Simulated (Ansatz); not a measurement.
Reactions of C3H2O, SMILES `C#CC=O`.

Gas-phase electronic energies from Ansatz, PBE0-D4/def2-TZVP geometries. CCSD(T)/CBS is the MP2 limit (def2-TZVPP, def2-QZVPP) plus CCSD(T) − MP2 in def2-TZVPP, frozen cores. This one scheme is used for every species. Functionals use def2-TZVPP. B3LYP here is the variant with VWN-RPA as its local correlation; programs differ in this. For Ge, Se outer-core shells are correlated without core-valence functions, which leaves a few kJ/mol of doubt a bond. Scalar relativity is left out up to krypton. One conformer a species, not always the lowest.

```json
{"reaction": "`C#CC=O` + `OCS` → `C#CSCO` + `C=O`", "CCSD(T)/CBS(def2) (kJ/mol)": "11"}
{"reaction": "`C#CC=O` + `[GeH3][SeH]` → `O=C[Se][GeH3]` + `C#C`", "CCSD(T)/CBS(def2) (kJ/mol)": "-22"}
{"reaction": "`C#CC=O` + CH₃NH₂ → `C#CNC` + `C=O`", "CCSD(T)/CBS(def2) (kJ/mol)": "?"}
{"reaction": "`C#CC=O` + `C#CS` → `C#CSC=O` + `C#C`", "CCSD(T)/CBS(def2) (kJ/mol)": "-18"}
```

Q: Fill in the missing values. (Best estimate.)

A: Computed: `C#CC=O` + CH₃NH₂ → `C#CNC` + `C=O`: +38.5 kJ/mol.

Largest T1 diagnostic: 0.017, for `C#CSC=O`.
